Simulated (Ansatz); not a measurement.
`[CH3][Al]([GaH2])[Br]` + HCl → `[CH3][Al]([Cl])[GaH2]` + HBr at 700 K and 1 bar (ligand exchange at the Al–Br bond).

Computed with Ansatz on PBE0-D4/def2-TZVP structures; ΔE is electronic, products minus reactants. CCSD(T)/CBS is the MP2 limit (def2-TZVPP, def2-QZVPP) plus CCSD(T) − MP2 in def2-TZVPP, frozen cores. This one scheme is used for every species. For Br, Ga outer-core shells are correlated without core-valence functions, which leaves a few kJ/mol of doubt a bond. Scalar relativity is left out up to krypton.

```csv
species,CCSD(T)/CBS energy (Eh),H − E (kJ/mol),S (J/(mol·K))
`[CH3][Al]([GaH2])[Br]`,-4780.39773,211.3,517.6
HCl,-460.38127,38.4,211.8
`[CH3][Al]([Cl])[GaH2]`,-2666.85860,211.5,505.1
HBr,-2573.91920,36.5,223.7
```

H − E and S are ideal-gas, rigid-rotor, harmonic terms from PBE0-D4/def2-TZVP. 1 Eh = 2625.50 kJ/mol, R = 8.31446 J/(mol·K).

Task: By hand: ΔE, ΔH, ΔS and ΔG.

Result: ΔE = (-2666.85860) + (-2573.91920) − (-4780.39773) − (-460.38127) = 0.00120 Eh = 3.2 kJ/mol. Δ(H − E) = 211.5 + 36.5 − 211.3 − 38.4 = -1.7, so ΔH = 1.5 kJ/mol. ΔS = 505.1 + 223.7 − 517.6 − 211.8 = -0.6 J/(mol·K). ΔG = 1.5 − 700 × (-0.6)/1000 = 1.9 kJ/mol.

Task: By hand: the equilibrium constant, and the temperature at which ΔG would vanish if ΔH and ΔS stayed fixed.

Result: log₁₀ K = −ΔG/(RT ln 10) = -0.1. ΔH and −TΔS have one sign here, so there is no such temperature.

The number of gas molecules stays the same, so ΔS is small and ΔH decides. The sign of ΔG lies within the doubt. A doubt of 5 kJ/mol in ΔE shifts log₁₀ K by 0.4 here. Modes under 60 cm⁻¹, often nearly free rotors, make the harmonic entropy too high. These are equilibria of isolated gas molecules and say nothing of rates. Largest T1 diagnostic: 0.012 (customary marks: 0.02 for closed shells, 0.045 for open ones).

ΔS is within the doubt of such terms, so its sign, and with it that verdict, could turn.
